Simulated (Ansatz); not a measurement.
`[GeH3][CH]1[CH2][GaH]1` + `[SiH3][SeH]` → `[SiH3][Se][GeH3]` + `[CH2]1[CH2][GaH]1` at 400 K and 1 bar (ligand exchange at a Ge–C bond).

Calculated with Ansatz (gas phase, PBE0-D4/def2-TZVP geometries, no zero-point term in ΔE). CCSD(T)/CBS adds triple-zeta CCSD(T) − MP2 to the extrapolated MP2 energy (def2 sets, frozen cores). For Ga, Ge, Se outer-core shells are correlated without core-valence functions, which leaves a few kJ/mol of doubt a bond. Scalar relativity is left out up to krypton.

| species | CCSD(T)/CBS energy (Eh) | H − E (kJ/mol) | S (J/(mol·K)) |
| --- | --- | --- | --- |
| `[GeH3][CH]1[CH2][GaH]1` | -4080.30519 | 222.8 | 387.8 |
| `[SiH3][SeH]` | -2692.20088 | 107.1 | 307.6 |
| `[SiH3][Se][GeH3]` | -4769.53721 | 162.2 | 400.1 |
| `[CH2]1[CH2][GaH]1` | -2002.97474 | 174.5 | 304.8 |

H − E and S are ideal-gas, rigid-rotor, harmonic terms from PBE0-D4/def2-TZVP, for one conformer and one mirror image of each species. 1 Eh = 2625.50 kJ/mol, R = 8.31446 J/(mol·K).

Q: By hand: ΔE, ΔH, ΔS and ΔG.

A: ΔE = (-4769.53721) + (-2002.97474) − (-4080.30519) − (-2692.20088) = -0.00588 Eh = -15.4 kJ/mol. Δ(H − E) = 162.2 + 174.5 − 222.8 − 107.1 = 6.8, so ΔH = -8.6 kJ/mol. ΔS = 400.1 + 304.8 − 387.8 − 307.6 = 9.5 J/(mol·K). ΔG = -8.6 − 400 × (9.5)/1000 = -12.4 kJ/mol.

Q: By hand: the equilibrium constant, and the temperature at which ΔG would vanish if ΔH and ΔS stayed fixed.

A: log₁₀ K = −ΔG/(RT ln 10) = 1.6. ΔH and −TΔS have one sign here, so there is no such temperature.

TΔS isn't small against ΔH here. A doubt of 5 kJ/mol in ΔE shifts log₁₀ K by 0.7 here. Other conformers and mirror images would add mixing entropy, several J/(mol·K) or more a flexible species. Modes under 60 cm⁻¹, often nearly free rotors, make the harmonic entropy too high. These are equilibria of isolated gas molecules and say nothing of rates. Largest T1 diagnostic: 0.016 (customary marks: 0.02 for closed shells, 0.045 for open ones).

ΔS is within the doubt of such terms, so its sign, and with it that verdict, could turn.
